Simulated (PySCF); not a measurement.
From computed data to an observable: oscillator strength and radiative lifetime

C₂H₇S, SMILES CC[SH2+], charge +1.

Coordinates come from a r2SCAN-D4/def2-SVP optimisation. The isomer is the one that the SMILES or the coordinates give; other isomers of the formula were not compared.

TDDFT-CAM-B3LYP/def2-SVPD (PySCF) puts the first singlet state with f over 0.02 at 8.26 eV (vertical), with the transition dipole (-0.251, 0.495, 0.000) in atomic units.

Q: Find the oscillator strength, the wavelength and the radiative lifetime that this transition would have in vacuum if emission retraced absorption.

A: 
|μ|² = 0.3080 au, so |μ| = 1.41 D. ΔE = 8.26/27.211 = 0.3035 hartree. f = (2/3) ΔE |μ|² = 0.062 (the program prints 0.062).
λ = 1239.84/8.26 = 150 nm; ν = 66621 cm⁻¹.
Einstein's coefficient A = 0.6670 ν² f s⁻¹ (ν in cm⁻¹) = 1.8e8 s⁻¹, so τ = 1/A = 5.4 ns. This state is S1. The figure is the radiative limit of this one transition; relaxation, internal conversion, crossing to triplets and a medium change what is measured.
